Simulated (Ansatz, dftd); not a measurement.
System: CH$_{5}$OSi, charge 0, doublet. CH5OSi (SMILES OC[SiH2], doublet).
B3LYP-D3(BJ)/def2-TZVP minimum from Ansatz (an electronic-structure program):
```xyz
8

Si     1.0865    -0.3229    -0.2806
C     -0.7478     0.1651    -0.3358
O     -1.1552     0.5813     0.9685
H      1.3124    -1.4561     0.6537
H      1.5184    -0.6971    -1.6547
H     -0.8917     0.9584    -1.0801
H     -1.3241    -0.7075    -0.6767
H     -2.0968     0.7823     0.9522
```
Charge 0, spin multiplicity 2.

Property: atomisation energy (electronic, to ground-state atoms), in kcal/mol. Open shells are spin-unrestricted; no spin-orbit coupling. Correlated methods leave the cores frozen. Rows without X2C or -DK are non-relativistic. CBS(X,Y): correlation extrapolated as X^-3, Hartree-Fock from the larger set. A bracket is a step between two methods taken in the basis named. Functionals run without relativity, which enters their misses. Double hybrids freeze cores in their MP2 part. '+ core + X2C': CCSD(T) terms for core correlation (cc-pwCVTZ, 1s frozen past Ne) and scalar relativity (cc-pVTZ-DK). For partners of very few electrons the exact lower level stands in for a higher one.

Compared with CCSD(T)/CBS(cc-pV(T+d)Z,cc-pV(Q+d)Z) + [CCSDT(Q) - CCSD(T)]/cc-pV(D+d)Z + core + X2C (Ansatz): 622.5 kcal/mol.

**Question.** Rank these levels by how close they come to it, closest first: B2GP-PLYP/def2-TZVPD (Ansatz); B2PLYP-D4/def2-TZVPD (Ansatz + dftd4); B2PLYP-D3(BJ)/def2-TZVPD (Ansatz + dftd3); CCSD/CBS(cc-pV(T+d)Z,cc-pV(Q+d)Z) (Ansatz).

**Answer.** B2PLYP-D3(BJ)/def2-TZVPD (613.9 kcal/mol, difference -8.6), B2PLYP-D4/def2-TZVPD (613.4 kcal/mol, difference -9.1), CCSD/CBS(cc-pV(T+d)Z,cc-pV(Q+d)Z) (612.8 kcal/mol, difference -9.7), B2GP-PLYP/def2-TZVPD (609.5 kcal/mol, difference -13.0)
